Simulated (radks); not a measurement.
The numbers below are computed, except where a source is named.
Q: Yb3+, 67 electrons, occupied as [Kr] 4d10 4f13 5s1.75 5p6 6s0.25 (fractional occupations, a model configuration). Level of theory: Dirac Kohn-Sham, LDA (Slater exchange, Perdew-Wang correlation), spin-unpolarised, spherical densities, finite nucleus; open shells fill j = l - 1/2 first; Fermi nuclear charge, rms radius 5.3108 fm (a radial shooting solver on a logarithmic mesh with Libxc functionals). Some entries of the table are withheld. Estimate them.

orbital,occ.,eigenvalue (hartree),<r> (bohr),r(max) (bohr)
1s1/2,2,-2246.555,0.01968,0.01238
2s1/2,2,-381.5521,0.08281,0.07082
2p1/2,2,(1),0.06875,0.05297
2p3/2,4,(2),0.07624,0.05940
3s1/2,2,-87.01286,0.2165,0.1999
3p1/2,2,-79.31423,0.2062,0.1875
3p3/2,4,-71.16039,0.2203,0.2009
3d3/2,4,-57.98620,0.1936,0.1580
3d5/2,6,-56.20313,0.1979,0.1617
4s1/2,2,-18.15917,0.4878,0.4556
4p1/2,2,-15.04168,0.4953,0.4567
4p3/2,4,-13.18441,0.5278,0.4853
4d3/2,4,-8.04029,0.5524,0.4856
4d5/2,6,-7.70135,0.5638,0.4948
5s1/2,1.75,-3.21802,1.183,1.061
5p1/2,2,-2.34133,1.315,1.149
5p3/2,4,-2.09084,1.414,1.234
4f5/2,6,-1.42951,0.7218,0.4769
4f7/2,7,-1.37789,0.7351,0.4823
5d3/2,0,-0.98208,1.990,1.634
5d5/2,0,-0.95999,2.034,1.673
6s1/2,0.25,-0.92248,2.859,2.620
6p1/2,0,-0.71842,3.305,3.029
6p3/2,0,-0.67688,3.486,3.218
7s1/2,0,-0.42465,5.552,5.452
5f5/2,0,(3),4.591,4.018
5f7/2,0,(4),4.608,4.036

A: 
(1) 2p1/2 eigenvalue (hartree): -364.1774
(2) 2p3/2 eigenvalue (hartree): -325.7455
(3) 5f5/2 eigenvalue (hartree): -0.35050
(4) 5f7/2 eigenvalue (hartree): -0.34967
